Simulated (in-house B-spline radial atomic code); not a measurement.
Neutral tin is squeezed into an impenetrable sphere of radius R (the orbitals vanish at R). No spin polarisation. Method: scalar-relativistic (X2C) PBE, spherical fractional occupations, Fermi nucleus of rms radius 4.6519 fm. Calculated with an all-electron radial atomic-structure program (B-spline basis).

Energies in eV above the free atom in [Kr] 4d10 5s2 5p2:

```json
{"R (bohr)": "9.46", "highest level (eV)": "-3.6", "[Kr] 4d10 5s2 5p2": "0.03761", "[Kr] 4d10 4f1 5s1 5p2": "16.74", "[Ar] 3d10 4s2 4p5 4d10 5s2 5p2 5f1": "105.9"}
{"R (bohr)": "5.71", "highest level (eV)": "-1.78", "[Kr] 4d10 5s2 5p2": "1.888", "[Kr] 4d10 4f1 5s1 5p2": "24.76", "[Ar] 3d10 4s2 4p5 4d10 5s2 5p2 5f1": "121.3"}
{"R (bohr)": "5.27", "highest level (eV)": "-0.903", "[Kr] 4d10 5s2 5p2": "3.117", "[Kr] 4d10 4f1 5s1 5p2": "27.49", "[Ar] 3d10 4s2 4p5 4d10 5s2 5p2 5f1": "125.6"}
{"R (bohr)": "3.92", "highest level (eV)": "6.02", "[Kr] 4d10 5s2 5p2": "16.55", "[Kr] 4d10 4f1 5s1 5p2": "47.36", "[Ar] 3d10 4s2 4p5 4d10 5s2 5p2 5f1": "154.7"}
{"R (bohr)": "3.52", "highest level (eV)": "11", "[Kr] 4d10 5s2 5p2": "28.76", "[Kr] 4d10 4f1 5s1 5p2": "61.72", "[Ar] 3d10 4s2 4p5 4d10 5s2 5p2 5f1": "175.3"}
{"R (bohr)": "3.08", "highest level (eV)": "20.7", "[Kr] 4d10 5s2 5p2": "55.67", "[Kr] 4d10 4f1 5s1 5p2": "90.23", "[Ar] 3d10 4s2 4p5 4d10 5s2 5p2 5f1": "215.7"}
{"R (bohr)": "2.65", "highest level (eV)": "38.8", "[Kr] 4d10 5s2 5p2": "114.4", "[Kr] 4d10 4f1 5s1 5p2": "147.8", "[Ar] 3d10 4s2 4p5 4d10 5s2 5p2 5f1": "295.7"}
{"R (bohr)": "2.26", "highest level (eV)": "72.4", "[Kr] 4d10 5s2 5p2": "240.7", "[Kr] 4d10 4f1 5s1 5p2": "265.9", "[Ar] 3d10 4s2 4p5 4d10 5s2 5p2 5f1": "454.4"}
{"R (bohr)": "1.77", "highest level (eV)": "178", "[Kr] 4d10 5s2 5p2": "727.3", "[Kr] 4d10 4f1 5s1 5p2": "709.4", "[Ar] 3d10 4s2 4p5 4d10 5s2 5p2 5f1": "1022"}
{"R (bohr)": "1.25", "highest level (eV)": "565", "[Kr] 4d10 5s2 5p2": "3158", "[Kr] 4d10 4f1 5s1 5p2": "2922", "[Ar] 3d10 4s2 4p5 4d10 5s2 5p2 5f1": "3666"}
```

Does [Kr] 4d10 4f1 5s1 5p2 fall below [Kr] 4d10 5s2 5p2 under compression?

Yes, between R = 2.26 and 1.77 bohr the order changes (near 1.97 bohr by linear interpolation).

Does [Ar] 3d10 4s2 4p5 4d10 5s2 5p2 5f1 fall below [Kr] 4d10 5s2 5p2 under compression?

No, it stays above over the whole range.

The highest level is first positive in the row R = 3.92 bohr, pushed up by confinement above the zero of the free ion's potential. Each configuration is held fixed and needn't be the lowest in the sphere.
